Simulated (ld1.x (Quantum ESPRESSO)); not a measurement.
Transferability test, TM potential for Pb (Z = 82)

- Element: lead (Pb)
- Generator: ld1.x (Quantum ESPRESSO) 7.5
- Type: norm-conserving Troullier–Martins (Kleinman–Bylander form)
- Functional: LDA (PZ)
- Relativity: scalar-relativistic
- Frozen core: [Xe] 4f14 5d10
- Valence charge: 4
- Reference configuration: 6s2 6p2
- Partial waves: 6s (bound): rc 1.65 bohr; 6p (bound): rc 2.50 bohr; 6d channel at -0.1 Ry: rc 2.35 bohr
- Local potential: all-electron potential smoothed inside 1.70 bohr (lloc = -2)
- Core correction: none

Energies are relative to the spin-unpolarised reference configuration 6s2 6p2; without spin polarisation the order of configurations can differ from experiment. Spin-polarised rows fill each open shell by Hund’s rule, majority spin first.

```json
{"valence configuration": "6s2 6p0", "charge": "+2", "ΔE all-electron (eV)": "20.595", "error AE − PS (meV)": "+119"}
{"valence configuration": "6s1 6p0", "charge": "+3", "ΔE all-electron (eV)": "53.472", "error AE − PS (meV)": "+502"}
{"valence configuration": "6s0 6p4", "charge": "0", "ΔE all-electron (eV)": "18.035", "error AE − PS (meV)": "+96"}
{"valence configuration": "6s2 6p1.5", "charge": "+0.5", "ΔE all-electron (eV)": "2.610", "error AE − PS (meV)": "+2.2"}
{"valence configuration": "6s1 6p3", "charge": "0", "ΔE all-electron (eV)": "8.821", "error AE − PS (meV)": "+17"}
{"valence configuration": "6s2 6p2 (spin-polarised)", "charge": "0", "ΔE all-electron (eV)": "-0.452", "error AE − PS (meV)": "+91"}
{"valence configuration": "6s2 6p1 (spin-polarised)", "charge": "+1", "ΔE all-electron (eV)": "6.687", "error AE − PS (meV)": "+54"}
```

(1) What are ΔE and the potential's error for 6s2 6p2.3?

(2) What are ΔE and the potential's error for 6s2 6p1?

Levels in the configuration 6s2 6p1:

```json
{"level": "6s", "all-electron (eV)": "-19.592", "pseudo (eV)": "-19.556"}
{"level": "6p", "all-electron (eV)": "-10.153", "pseudo (eV)": "-10.108"}
```

Note: ghost states, extra bound levels that the all-electron valence spectrum of the same l lacks: d at -55.1 eV, s at -1.79 eV. A true bound ghost makes a file unfit for plane-wave use.

## Answers

(1) ΔE = -0.859 eV all-electron; the error (AE − PS) is +1.0 meV.

(2) ΔE = 6.833 eV all-electron; the error (AE − PS) is +14 meV.
